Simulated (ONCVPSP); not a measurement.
# What one change does to a pseudopotential (Al, ONCV)

| Item | Value |
| --- | --- |
| Element | aluminium |
| Generator | ONCVPSP 4.0.1 |
| Type | optimised norm-conserving Vanderbilt (ONCV) |
| Functional | PBEsol |
| Relativity | scalar-relativistic |
| Frozen core | [Ne] |
| Valence charge | 3 |
| Reference configuration | 3s2 3p1 |
| Partial waves | 3s: rc 2.05 bohr, ncon 4, nbas 7, qcut 2.4 1/bohr, 1 projector; 3p: rc 2.10 bohr, ncon 5, nbas 9, qcut 4.6 1/bohr, 3 projectors, debl 0.8 Ha; d scattering state at 0.03 Ha: rc 1.85 bohr, ncon 3, nbas 6, qcut 5.2 1/bohr, 3 projectors, debl 2.2 Ha |
| Local potential | polynomial inside 1.25 bohr (lpopt 1, dvloc0 3 Ha) |
| Core correction | none |

Change: local potential polynomial inside 1.20 bohr (lpopt 5, dvloc0 0 Ha).

Cutoffs: the cutoffs (Ha) at which the residual kinetic energy of the hardest occupied pseudo-wave falls to 1 and 0.1 mHa per electron; they do not see the model core or the augmentation charge, which bear on the density cutoff. Errors are all-electron minus pseudo energies relative to the spin-unpolarised reference configuration.

Task: Predict the effect on cutoff, ghosts and configuration errors.

Result: The potential gets neither clearly harder nor softer (18 Ha and 27 Ha → 18 Ha and 27 Ha); both files keep a bound ghost (p); the lowest positive-energy flag moves from none to s at 14.9 eV; of the 4 tests that both files solve, the error grows in 4 and shrinks in 0 by more than 15 % and 0.3 meV (median size 3.0 → 5.5 meV).

```tsv
quantity	base	changed
cutoff, loose	18 Ha	18 Ha
cutoff, tight	27 Ha	27 Ha
bound ghosts	p	p
GHOST(+) flags under 300 eV	none	s at 14.9 eV
error for 3s2 3p0, meV [ΔE 5.74 eV]	+0.4	+3.1
error for 3s1 3p0, meV [ΔE 24.91 eV]	+21	+39
error for 3s2 3p0.5, meV [ΔE 2.07 eV]	-0.1	+0.4
error for 3s1 3p1, meV [ΔE 11.53 eV]	+5.6	+7.9
s: phases at 2.08 bohr within 0.05 rad from the reference energy up to (Ha; the scan ends near 5)	0.8	0.3
p: phases at 2.13 bohr within 0.05 rad from the reference energy up to (Ha; the scan ends near 5)	3.4	n/a
d: phases at 1.88 bohr within 0.05 rad from the reference energy up to (Ha; the scan ends near 5)	to the end of the scan	to the end of the scan
```

 A true bound ghost makes a file unfit for plane-wave use even where its test errors are small: the radial tests pick states by their node count and pass the ghost by.
